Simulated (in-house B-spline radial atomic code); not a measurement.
# Two electrons outside the [Ar] 3d10 4s2 4p6 core: Mo4+

Computed with an all-electron radial atomic-structure program (B-spline basis): configuration interaction (CI) of the two valence electrons in the field of the frozen Dirac-Fock core, alone and with many-body perturbation theory for the core (screened one- and two-electron correlation potentials), Breit and QED terms; no-pair Dirac Hamiltonian, finite nucleus. Labels give the configuration (outer n counted up each series) and the leading LS term, or the jj pair where no LS term holds 70 %.

The lowest nd levels tend to come out too strongly bound in this method, by some 0.05 to 0.2 eV for each d electron where measurements exist, which shifts their lines and rates.

Command:
```bash
python run_mb.py task.json out
```
Settings (nuclear radius in fm, box in bohr, cutoff in hartree):
```
basis_form          3
Z                   42
core_configuration  [Ar] 3d10 4s2 4p6
rms_radius          4.4091
mass_number         98
speed_of_light      137.036
box_radius          15.0
lmax                6
intervals           63
virtual_cutoff      3528.0
```

Time taken, with all properties: 3.6 min on 1 thread of Arm Neoverse N1 (shared host).

Excitation energies (cm⁻¹):

| level | purity of the LS term | CI alone | CI + MBPT + Breit + QED | Landé g of the LS mixture |
| --- | --- | --- | --- | --- |
| 4d2 3F2 | 0.984 | 0 | 0 | 0.67 |
| 4d2 3F3 | 1.0 | 1433 | 1563 | 1.08 |
| 4d2 3F4 | 0.995 | 3082 | 3345 | 1.25 |
| 4d2 1D2 | 0.784 | 10293 | 10940 | 1.10 |
| 4d2 3P0 | 0.994 | 11987 | 12013 | - |
| 4d2 3P1 | 1.0 | 12572 | 12648 | 1.50 |
| 4d2 3P2 | 0.797 | 13872 | 14225 | 1.40 |
| 4d2 1G4 | 0.995 | 17559 | 16697 | 1.00 |
| 4d2 1S0 | 0.994 | 36020 | 39837 | - |
| 4d5s 3D1 | 1.0 | 85070 | 93710 | 0.50 |
| 4d5s 3D2 | 0.962 | 85760 | 94449 | 1.16 |
| 4d5s 3D3 | 1.0 | 87374 | 96171 | 1.33 |
| 4d5s 1D2 | 0.962 | 91828 | 100887 | 1.01 |
| 4d5p (3/2,1/2)°2 | 0.614 (1D) | 137348 | 148174 | 0.90 |
| 4d5p 3D°1 | 0.949 | 139339 | 150046 | 0.53 |
| 4d5p (5/2,1/2)°2 | 0.623 (3D) | 140619 | 151491 | 1.08 |
| 4d5p (3/2,3/2)°2 | 0.509 (3F) | ? | ? | ? |
| 4d5p (5/2,1/2)°3 | 0.571 (3F) | 141185 | 152462 | 1.18 |
| 4d5p (3/2,3/2)°3 | 0.555 (3D) | 143069 | 154224 | 1.22 |
| 4d5p 3F°4 | 1.0 | 144674 | 156399 | 1.25 |
| 4d5p 3P°1 | 0.869 | ? | ? | ? |
| 4d5p 3P°0 | 1.0 | 147195 | 158540 | - |
| 4d5p 3P°2 | 0.942 | 147960 | 159328 | 1.48 |
| 4d5p 1F°3 | 0.962 | 149409 | 161197 | 1.01 |
| 4d5p 1P°1 | 0.866 | 151650 | 163877 | 1.05 |
| 5s2 1S0 | 1.0 | 185896 | 201350 | - |
| 4d5d 1F3 | 0.799 | 220722 | 234676 | 1.00 |
| 4d5d 3D1 | 0.818 | 221375 | 235312 | 0.59 |
| 4d5d 3D2 | 0.977 | 222346 | 236359 | 1.16 |
| 4d5d 3G3 | 0.829 | 222540 | 236581 | 0.83 |

Question: Where does 4d5p (3/2,3/2)°2 lie?

Answer: 141312 cm⁻¹ in CI alone and 152424 cm⁻¹ with all corrections; g = 0.88.

Question: Where does 4d5p 3P°1 lie?

Answer: 146717 cm⁻¹ in CI alone and 158104 cm⁻¹ with all corrections; g = 1.42.

Question: What is the first ionisation energy?

Answer: 54.476 eV to the 4d3/2 state of the next ion (52.432 eV from CI alone). NIST lists 54.417 ± 0.019 eV (semi-empirical).

Some electric-dipole lines (reduced elements in atomic units, length form; vacuum wavelengths from the computed energies):

```json
{"upper": "4d5p (3/2,1/2)°2", "lower": "4d2 3F2", "D bare (size)": "0.943", "D with core polarisation (size)": "0.869", "λ (nm)": "67.488", "A (s⁻¹)": "1e+09"}
{"upper": "4d5p (3/2,1/2)°2", "lower": "4d2 3F3", "D bare (size)": "0.0821", "D with core polarisation (size)": "0.0779", "λ (nm)": "68.208", "A (s⁻¹)": "7.7e+06"}
{"upper": "4d5p 3D°1", "lower": "4d2 3F2", "D bare (size)": "1.47", "D with core polarisation (size)": "1.36", "λ (nm)": "66.646", "A (s⁻¹)": "4.2e+09"}
{"upper": "4d5p (5/2,1/2)°2", "lower": "4d2 3F2", "D bare (size)": "0.845", "D with core polarisation (size)": "0.781", "λ (nm)": "66.011", "A (s⁻¹)": "8.6e+08"}
{"upper": "4d5p (5/2,1/2)°2", "lower": "4d2 3F3", "D bare (size)": "1.28", "D with core polarisation (size)": "1.19", "λ (nm)": "66.699", "A (s⁻¹)": "1.9e+09"}
{"upper": "4d5p (5/2,1/2)°3", "lower": "4d2 3F2", "D bare (size)": "0.359", "D with core polarisation (size)": "0.331", "λ (nm)": "65.59", "A (s⁻¹)": "1.1e+08"}
{"upper": "4d5p (5/2,1/2)°3", "lower": "4d2 3F3", "D bare (size)": "1.4", "D with core polarisation (size)": "1.29", "λ (nm)": "66.269", "A (s⁻¹)": "1.7e+09"}
{"upper": "4d5p (5/2,1/2)°3", "lower": "4d2 3F4", "D bare (size)": "1.12", "D with core polarisation (size)": "1.04", "λ (nm)": "67.061", "A (s⁻¹)": "1e+09"}
{"upper": "4d5p (3/2,3/2)°3", "lower": "4d2 3F2", "D bare (size)": "0.187", "D with core polarisation (size)": "0.174", "λ (nm)": "64.841", "A (s⁻¹)": "3.2e+07"}
{"upper": "4d5p (3/2,3/2)°3", "lower": "4d2 3F3", "D bare (size)": "0.376", "D with core polarisation (size)": "0.347", "λ (nm)": "65.505", "A (s⁻¹)": "1.2e+08"}
```

Weak lines are less accurate than strong ones.
